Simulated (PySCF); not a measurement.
Species: C6H8FPSi.
Bonds: C1–C2, C2–C3 (aromatic), C3–P4 (aromatic), P4–C5 (aromatic), C5–Si6, C5–C7 (aromatic), C7–C8 (aromatic), C8–F9, C2–C8 (aromatic). Hydrogens: H10, H11, H12 on C1; H13 on C3; H14, H15, H16 on Si6; H17 on C7.

NICS is the negative of the GIAO shielding at a point without a nucleus: at the ring centre (0) and 1 Å above and below it (1); zz is the component along the ring normal. Level: GIAO PBE0/pcSseg-1 (PySCF, non-relativistic, gas phase) on the GFN2-xTB geometry, one conformer.

Ring bond lengths (Å), with Mayer bond orders in brackets: C2–C3 1.381 (1.47), C3–P4 1.734 (1.32), P4–C5 1.745 (1.30), C5–C7 1.383 (1.42), C7–C8 1.380 (1.48), C8–C2 1.393 (1.29).

What do the NICS probes read (ppm)?

```
             ring                                               type  NICS(0)  NICS(1), two faces  NICS(1)zz, two faces  rms pucker (Å)  centre to ring atoms, mean (Å)
C2–C3–P4–C5–C7–C8  6-membered ring with P; formal bonds all aromatic     -8.4       -10.5 / -10.5         -25.0 / -25.1            0.00                            1.50
```

What do they say, and how far can they be read as aromaticity?

- C2–C3–P4–C5–C7–C8: mean NICS(1)zz -25.1 ppm, shielded.

And the bond-length index? HOMA = 1 − mean of α(R − Ropt)² over the ring bonds, with Krygowski's 1993 parameters (CC: Ropt 1.388 Å, α 257.7 Å⁻²; CP: Ropt 1.698 Å, α 118.91 Å⁻²).

- C2–C3–P4–C5–C7–C8: HOMA 0.92; the largest term is that of P4–C5, α(R − Ropt)² = 0.27.

What are the shieldings of the ring atoms and their hydrogens in the same run (means over atoms taken as equivalent)?

| atoms | environment | σ isotropic (ppm) |
| --- | --- | --- |
| C2 | substituted aromatic carbon | 48.5 |
| C3 | aromatic CH carbon | 18.5 |
| P4 | phosphorus bonded to 2 C | 76.0 |
| C5 | substituted aromatic carbon | 15.7 |
| C7 | aromatic CH carbon | 52.8 |
| C8 | aromatic C–F carbon | 15.5 |
| H13 | aromatic hydrogen | 22.63 |
| H17 | aromatic hydrogen | 23.51 |
